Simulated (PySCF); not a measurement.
Mayer bond orders and bond lengths

Species: C₇H₁₆Si₂.
SMILES with atom numbers: `[CH3:1][CH2:2][CH2:3][C:4]1=[C:5]([CH2:6][SiH3:7])[CH2:8][SiH2:9]1` (hydrogens: H10, H11, H12 on C1; H13, H14 on C2; H15, H16 on C3; H17, H18 on C6; H19, H20, H21 on Si7; H22, H23 on C8; H24, H25 on Si9)

Cartesian coordinates in Å at the GFN2-xTB level; atoms count from 1:
```xyz
25
C7H16Si2 angstrom
C     -2.7931   -0.4219   -0.8674
C     -2.4438   -0.8247    0.5595
C     -0.9368   -1.0259    0.7339
C     -0.1900    0.2507    0.5341
C      0.8846    0.5123   -0.2337
C      1.6987   -0.3644   -1.1039
Si     3.1689   -1.1170   -0.1444
C      1.1738    1.9783   -0.0040
Si    -0.3554    2.0194    1.1634
H     -3.8626   -0.2524   -0.9706
H     -2.2686    0.4924   -1.1361
H     -2.5006   -1.2035   -1.5661
H     -2.7735   -0.0433    1.2490
H     -2.9676   -1.7486    0.8177
H     -0.5840   -1.7848    0.0291
H     -0.7449   -1.3993    1.7457
H      1.0858   -1.1745   -1.5046
H      2.0794    0.2130   -1.9487
H      4.0375   -0.0469    0.3485
H      3.9247   -1.9806   -1.0554
H      2.6569   -1.9005    0.9802
H      2.1492    2.1513    0.4500
H      1.1285    2.5728   -0.9168
H     -0.0935    2.2982    2.5760
H     -1.4847    2.8240    0.6930
```

Bond orders from the PBE0/pcSseg-1 density (PySCF). Geometry: GFN2-xTB, one conformer, isolated molecule.

(1) Where do the orders between heavy atoms depart from those drawn in the SMILES?

(2) Give the Mayer order of every bond between heavy atoms, beside its length.

Answers

(1) The largest departure is 0.241, at C4–C5 (drawn double, 1.759).

(2) 
| bond | drawn as | length (Å) | Mayer order |
| --- | --- | --- | --- |
| C1–C2 | single | 1.523 | 1.051 |
| C2–C3 | single | 1.530 | 1.047 |
| C3–C4 | single | 1.492 | 1.012 |
| C4–C5 | double | 1.346 | 1.759 |
| C5–C6 | single | 1.479 | 1.050 |
| C6–Si7 | single | 1.910 | 0.893 |
| C5–C8 | single | 1.512 | 1.029 |
| C8–Si9 | single | 1.924 | 0.917 |
| Si9–C4 | single | 1.885 | 0.941 |

By pair of heavy elements: C–C: lowest C3–C4 (1.012, 1.492 Å), highest C4–C5 (1.759, 1.346 Å); in 3 of the 15 pairs the longer bond (by over 0.003 Å) has the higher order (by 0.02 or more). C–Si: lowest C6–Si7 (0.893, 1.910 Å), highest Si9–C4 (0.941, 1.885 Å); in 1 of the 3 pairs the longer bond (by over 0.003 Å) has the higher order (by 0.02 or more).

Question: And the bonds to hydrogen?

Answer: C–H: 0.93 to 0.97 (11 bonds); H–Si: 0.93 to 0.95 (5 bonds).

Question: Sum the orders of all bonds at each heavy atom with more than one neighbour and set the sums beside the valence in the SMILES.

Answer: C1 3.946 (drawn 4), C2 4.005 (drawn 4), C3 3.931 (drawn 4), C4 3.712 (drawn 4), C5 3.838 (drawn 4), C6 3.802 (drawn 4), Si7 3.724 (drawn 4), C8 3.823 (drawn 4), Si9 3.710 (drawn 4). Orders between atoms that aren't bonded are not in these sums.

For a closed shell the Mayer order of atoms A and B is Σ (PS)μν (PS)νμ over the basis functions μ on A and ν on B, with P the density and S the overlap matrix.
